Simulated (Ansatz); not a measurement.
Born–Oppenheimer molecular dynamics of BFH₆OSi (10 atoms, charge 0, multiplicity 1). It starts at the highest image of a converged band. Of that band: Neighbouring images differ by up to 2.0 eV, so the band resolves the path poorly. A vibrational analysis at the climbing image gives one clearly imaginary mode, 1066i cm⁻¹: a first-order saddle point.

Computed with Ansatz, RKS PBE-D4/6-31G*.

| Property | Result |
| --- | --- |
| ensemble | NVE (velocity Verlet) |
| time step | 0.5 fs |
| steps asked | 200 |
| starting velocities drawn for | 100 K |
| seed | 5984 |

Frames 5 fs apart, positions in Å.

Velocities at 20 fs (Å/ps):

```
B 0.44 -9.86 0.74
H -7.27 -1.29 -12.24
F 0.44 0.32 -1.35
O 2.07 2.07 1.51
H -9.34 1.01 7.49
Si -1.03 0.54 1.07
H 0.06 8.80 -5.78
H 2.86 -3.00 3.64
H 2.47 6.10 -5.60
H -6.03 40.14 -23.81
```

```xyz
10
Properties=species:S:1:pos:R:3 time_fs=20 energy_less_start_eV=-0.111 T=208
B 0.031 0.145 0.271
H -0.318 -0.545 1.336
F 1.323 -0.167 -0.031
O -1.018 0.124 -0.695
H -1.233 -0.831 -0.840
Si -0.007 2.313 0.803
H 0.942 2.772 1.890
H 0.422 2.880 -0.527
H -1.430 2.721 1.158
H -0.230 0.725 1.409
10
Properties=species:S:1:pos:R:3 time_fs=25 energy_less_start_eV=-0.428 T=514
B 0.019 0.073 0.285
H -0.338 -0.578 1.244
F 1.329 -0.162 -0.039
O -1.006 0.135 -0.690
H -1.289 -0.778 -0.800
Si -0.013 2.321 0.810
H 0.936 2.810 1.845
H 0.431 2.823 -0.507
H -1.388 2.766 1.118
H -0.214 0.959 1.261
10
Properties=species:S:1:pos:R:3 time_fs=30 energy_less_start_eV=-0.928 T=996
B -0.008 -0.050 0.304
H -0.340 -0.734 1.240
F 1.341 -0.149 -0.051
O -0.987 0.156 -0.692
H -1.411 -0.737 -0.773
Si -0.020 2.352 0.817
H 0.957 2.852 1.824
H 0.447 2.686 -0.549
H -1.392 2.868 1.080
H -0.151 0.953 1.205
10
Properties=species:S:1:pos:R:3 time_fs=35 energy_less_start_eV=-1.134 T=1197
B -0.025 -0.207 0.311
H -0.322 -0.970 1.278
F 1.344 -0.130 -0.061
O -0.964 0.171 -0.699
H -1.579 -0.581 -0.764
Si -0.026 2.398 0.822
H 0.993 2.911 1.818
H 0.459 2.496 -0.611
H -1.409 2.988 1.044
H -0.091 0.854 1.324
10
Properties=species:S:1:pos:R:3 time_fs=40 energy_less_start_eV=-1.326 T=1382
B -0.020 -0.369 0.300
H -0.268 -1.147 1.147
F 1.329 -0.115 -0.065
O -0.935 0.173 -0.698
H -1.779 -0.356 -0.759
Si -0.032 2.439 0.831
H 0.994 3.005 1.761
H 0.435 2.304 -0.572
H -1.357 3.079 0.996
H -0.061 1.065 1.466
10
Properties=species:S:1:pos:R:3 time_fs=45 energy_less_start_eV=-1.491 T=1542
B 0.004 -0.498 0.227
H -0.247 -1.367 1.055
F 1.291 -0.107 -0.060
O -0.897 0.151 -0.680
H -1.861 -0.039 -0.677
Si -0.033 2.479 0.843
H 1.002 3.204 1.662
H 0.412 2.174 -0.525
H -1.341 3.193 0.940
H -0.108 1.276 1.640
10
Properties=species:S:1:pos:R:3 time_fs=50 energy_less_start_eV=-1.493 T=1543
B 0.022 -0.602 0.112
H -0.220 -1.502 0.910
F 1.241 -0.109 -0.047
O -0.852 0.114 -0.648
H -1.815 0.200 -0.501
Si -0.030 2.523 0.859
H 1.001 3.468 1.502
H 0.409 2.126 -0.518
H -1.343 3.312 0.855
H -0.219 1.327 1.890
10
Properties=species:S:1:pos:R:3 time_fs=55 energy_less_start_eV=-1.217 T=1276
B 0.025 -0.698 0.001
H -0.183 -1.607 0.694
F 1.206 -0.120 -0.032
O -0.820 0.080 -0.624
H -1.712 0.275 -0.276
Si -0.027 2.571 0.885
H 0.935 3.661 1.292
H 0.400 2.141 -0.458
H -1.291 3.364 0.740
H -0.300 1.542 1.965
10
Properties=species:S:1:pos:R:3 time_fs=60 energy_less_start_eV=-1.049 T=1115
B 0.038 -0.791 -0.083
H -0.175 -1.873 0.518
F 1.201 -0.140 -0.017
O -0.828 0.067 -0.619
H -1.645 0.172 -0.109
Si -0.025 2.629 0.910
H 0.884 3.784 1.151
H 0.409 2.133 -0.403
H -1.291 3.378 0.611
H -0.324 1.763 2.002
10
Properties=species:S:1:pos:R:3 time_fs=65 energy_less_start_eV=-1.196 T=1257
B 0.064 -0.880 -0.137
H -0.121 -2.013 0.214
F 1.218 -0.175 -0.001
O -0.870 0.061 -0.622
H -1.680 -0.051 -0.049
Si -0.023 2.701 0.925
H 0.896 3.885 1.147
H 0.457 2.059 -0.346
H -1.345 3.356 0.502
H -0.316 1.810 2.195
10
Properties=species:S:1:pos:R:3 time_fs=70 energy_less_start_eV=-1.528 T=1577
B 0.090 -0.910 -0.194
H -0.034 -2.123 -0.114
F 1.243 -0.232 0.016
O -0.924 0.033 -0.608
H -1.741 -0.300 -0.189
Si -0.026 2.779 0.938
H 0.900 3.930 1.239
H 0.529 1.982 -0.185
H -1.355 3.280 0.463
H -0.219 1.950 2.210
10
Properties=species:S:1:pos:R:3 time_fs=75 energy_less_start_eV=-1.709 T=1753
B 0.103 -0.885 -0.271
H 0.063 -2.128 -0.389
F 1.268 -0.306 0.031
O -0.968 -0.026 -0.575
H -1.835 -0.534 -0.482
Si -0.029 2.857 0.949
H 0.872 3.973 1.348
H 0.643 1.936 0.004
H -1.380 3.229 0.458
H -0.110 2.116 2.165
```

Of the whole run (100 fs, mean temperature of the second half 1506 K): The conserved energy stayed within 0.12 meV per atom of its start (net change -0.025 meV per atom), so the integration is sound. The kinetic energy rose, since the run started high on the potential surface and went downhill. It ends in pieces (BFH2O + H4Si), so much of that is their flight and rotation, not heat. A run of 0.1 ps of so small a system gives no equilibrium averages. The orbitals stay closed-shell, which can raise the energy where a bond breaks towards radicals; this wasn't checked here.

The run took 7.4 min on 1 thread of Arm Neoverse V1, with other jobs on the host, peak memory 0.15 GiB.
